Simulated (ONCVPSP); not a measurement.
# Ranking ONCV potentials for iron (Fe)

All share these settings but for the change named:

| Property | Result |
| --- | --- |
| Element | Fe (Z = 26) |
| Generator | ONCVPSP 4.0.1 |
| Type | optimised norm-conserving Vanderbilt (ONCV) |
| Functional | PBEsol |
| Relativity | scalar-relativistic |
| Frozen core | [Ne] |
| Valence charge | 16 |
| Reference configuration | 3s2 3p6 3d6 (charge +2) |
| Partial waves | 3s: rc 0.95 bohr, ncon 4, nbas 9, qcut 12.9 1/bohr, 3 projectors, debl 2.9 Ha; 3p: rc 0.95 bohr, ncon 4, nbas 9, qcut 9 1/bohr, 1 projector; 3d: rc 1.00 bohr, ncon 4, nbas 8, qcut 12.7 1/bohr, 1 projector |
| Local potential | polynomial inside 0.65 bohr (lpopt 3, dvloc0 2 Ha) |
| Core correction | none |

In the s channel the program set the typed energies aside and used -4.122, 0.250, 3.150 Ha.

Test errors are all-electron minus pseudo excitation energies from the reference, over 3s2 3p6 3d6 4s2; 3s2 3p6 3d6 4s1; 3s2 3p6 3d5; 3s1 3p6 3d6 4s2. None of these files shows a bound ghost.

The base gives 25.6 meV.

Of 7 variants that were run, those that failed, showed a ghost or another fault, or gave nearly equal values are left out.

Q: Rank these variants by their largest absolute test error, smallest first.
A. all radii scaled by about 1.16 (s 1.10, p 1.10, d 1.16 bohr); local potential polynomial inside 0.76 bohr (lpopt 3, dvloc0 2 Ha)
B. all radii scaled by about 1.10 (s 1.04, p 1.04, d 1.10 bohr); local potential polynomial inside 0.72 bohr (lpopt 3, dvloc0 2 Ha)
C. all radii scaled by about 1.22 (s 1.16, p 1.16, d 1.22 bohr); local potential polynomial inside 0.80 bohr (lpopt 3, dvloc0 2 Ha)
D. all radii scaled by about 1.30 (s 1.24, p 1.24, d 1.30 bohr); local potential polynomial inside 0.86 bohr (lpopt 3, dvloc0 2 Ha)
E. all radii scaled by about 0.92 (s 0.88, p 0.88, d 0.92 bohr); local potential polynomial inside 0.60 bohr (lpopt 3, dvloc0 2 Ha)

A: E (19.5 meV), B (38.9 meV), A (51.4 meV), C (66.9 meV), D (95.5 meV).
